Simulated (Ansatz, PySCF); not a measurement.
Bond stretch in SMILES [BH3-][NH3+] (H₆BN). The N2–H8 bond (N2 also carries B, H, H; H8 carries nothing else) is stretched with both fragments frozen at the PBE0/def2-TZVP optimised geometry.

Levels: UKS-PBE0 = unrestricted PBE0/cc-pVDZ in Ansatz (a first-principles code); RKS-PBE0 = Ansatz with restricted PBE0/cc-pVDZ; UKS-PBE = unrestricted PBE/cc-pVDZ in Ansatz; RKS-PBE = restricted PBE/cc-pVDZ run with Ansatz; UKS-B3LYP/6-31G* = unrestricted B3LYP/6-31G*, spherical d (PySCF); RKS-B3LYP/6-31G* = restricted B3LYP/6-31G*, spherical d run with PySCF; UKS-B3LYP/LANL2DZ = unrestricted B3LYP/LANL2DZ run with PySCF; RKS-B3LYP/LANL2DZ = restricted B3LYP/LANL2DZ (PySCF).

Scanned distances (Å): 0.83, 0.89, 0.96, 0.98, 1.01, 1.05, 1.10, 1.14, 1.22, 1.34, 1.49, 1.68, 1.88, 2.15, 2.49, 2.96.

Question: Where does the unrestricted solution first break spin symmetry (<S²> of 0.01 or more)?

Answer: UKS-PBE0: between 1.68 and 1.88 Å; UKS-PBE: between 1.88 and 2.15 Å; UKS-B3LYP/6-31G*: between 1.68 and 1.88 Å; UKS-B3LYP/LANL2DZ: between 1.68 and 1.88 Å.

| R / Å | <S²> UKS-PBE0 | E(RKS-PBE0) − E(UKS-PBE0) / kcal/mol | <S²> UKS-PBE | E(RKS-PBE) − E(UKS-PBE) / kcal/mol | <S²> UKS-B3LYP/6-31G* | E(RKS-B3LYP/6-31G*) − E(UKS-B3LYP/6-31G*) / kcal/mol | <S²> UKS-B3LYP/LANL2DZ | E(RKS-B3LYP/LANL2DZ) − E(UKS-B3LYP/LANL2DZ) / kcal/mol |
|---|---|---|---|---|---|---|---|---|
| 0.83 | 0.00 | 0.0 | 0.00 | 0.0 | 0.00 | 0.0 | 0.00 | 0.0 |
| 0.89 | 0.00 | 0.0 | 0.00 | 0.0 | 0.00 | 0.0 | 0.00 | 0.0 |
| 0.96 | 0.00 | 0.0 | 0.00 | 0.0 | 0.00 | 0.0 | 0.00 | 0.0 |
| 0.98 | 0.00 | 0.0 | 0.00 | 0.0 | 0.00 | 0.0 | 0.00 | 0.0 |
| 1.01 | 0.00 | 0.0 | 0.00 | 0.0 | 0.00 | 0.0 | 0.00 | 0.0 |
| 1.05 | 0.00 | 0.0 | 0.00 | 0.0 | 0.00 | 0.0 | 0.00 | 0.0 |
| 1.10 | 0.00 | 0.0 | 0.00 | 0.0 | 0.00 | 0.0 | 0.00 | 0.0 |
| 1.14 | 0.00 | 0.0 | 0.00 | 0.0 | 0.00 | 0.0 | 0.00 | 0.0 |
| 1.22 | 0.00 | 0.0 | 0.00 | 0.0 | 0.00 | 0.0 | 0.00 | 0.0 |
| 1.34 | 0.00 | 0.0 | 0.00 | 0.0 | 0.00 | 0.0 | 0.00 | 0.0 |
| 1.49 | 0.00 | 0.0 | 0.00 | 0.0 | 0.00 | 0.0 | 0.00 | 0.0 |
| 1.68 | 0.00 | 0.0 | 0.00 | 0.0 | 0.00 | 0.0 | 0.00 | 0.0 |
| 1.88 | 0.30 | 1.4 | 0.00 | 0.0 | 0.22 | 0.9 | 0.22 | 0.9 |
| 2.15 | 0.70 | 10.6 | 0.54 | 3.3 | 0.63 | 7.9 | 0.62 | 7.9 |
| 2.49 | 0.90 | 24.2 | 0.83 | 11.7 | 0.86 | 19.4 | 0.86 | 19.4 |
| 2.96 | 0.98 | 38.7 | 0.96 | 21.7 | 0.97 | 32.4 | 0.97 | 32.2 |
